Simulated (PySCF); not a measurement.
[WOS3]2-, `[O]=[W-2](=[S])(=[S])=[S]` (charge -2 and singlet state). Computed with PBE0-D3(BJ)/def2-SVP geometry optimisation, gas phase, def2 core potentials past Kr (PySCF).

```
atom  x, y, z in Å
W1    -0.0018   -0.0005    0.0722
O2    -0.0024   -0.0180    1.8098
S3     2.1260    0.0090   -0.6225
S4    -1.0652    1.8507   -0.6095
S5    -1.0566   -1.8412   -0.6500
```

(1) What is the longest distance between nuclei?

(2) What is the repulsion energy of the bare nuclei, Σ ZA·ZB/RAB?

(3) Work out the bond lengths W1–O2, W1–S3, W1–S4, W1–S5 in bohr.

(4) Where is the centre of mass (commonest isotopes), and what is the radius of gyration?

(5) What are the angles O2–W1–S4, O2–W1–S5, O2–W1–S3, S3–W1–S5, S3–W1–S4, S4–W1–S5?

(6) How far apart are these pairs, which share no bond: O2···S3, O2···S4, O2···S5?

(7) Write the matrix of distances between heavy atoms (Å, lower triangle).

Results:

(1) S4···S5 and S3···S4, 3.692 Å down to 3.685 Å.

(2) 1192.39 Eh over 10 pairs, with full nuclear charges and distances in bohr; the largest single term is 279.91 Eh (W1 with S3).

(3) For W1–O2 the difference vector is (-0.0006, -0.0175, 1.7376) Å, of length 1.7377 Å. 1 bohr = 0.529177 Å. W1–O2 3.284; W1–S3 4.230; W1–S4 4.235; W1–S5 4.235 bohr.

(4) Mass 295.862 u; centre at (-0.001, 0.001, -0.061) Å; Rg = √(Σ m r²/M) = 1.331 Å. As Ia + Ib + Ic = 2 Σ m r², the three principal moments sum to 1048.9 u·Å².

(5) From the scalar product of the two bond vectors; for O2–W1–S4 it is -1.2163 Å² over 1.7377 × 2.2412 Å², cos θ = -0.3123. O2–W1–S4 108.2°; O2–W1–S5 108.3°; O2–W1–S3 108.1°; S3–W1–S5 110.5°; S3–W1–S4 110.7°; S4–W1–S5 110.9°.

(6) O2···S3 3.232 Å (2 bonds apart); O2···S4 3.237 Å (2 bonds apart); O2···S5 3.238 Å (2 bonds apart).

(7) 
```
W1    0.000
O2    1.738  0.000
S3    2.238  3.232  0.000
S4    2.241  3.237  3.685  0.000
S5    2.241  3.238  3.681  3.692  0.000
```

The point group is C3v within 0.08 Å; differences among equivalent distances and angles are scatter left by the optimiser. Stationary, but not proved a minimum. Whether so highly charged an anion holds all its electrons in the gas phase wasn't checked; a finite basis holds them in any case. No counter-ion or solvent screens the charge of this multiply charged ion. The geometry's basis has no diffuse functions, a weakness for an anion.
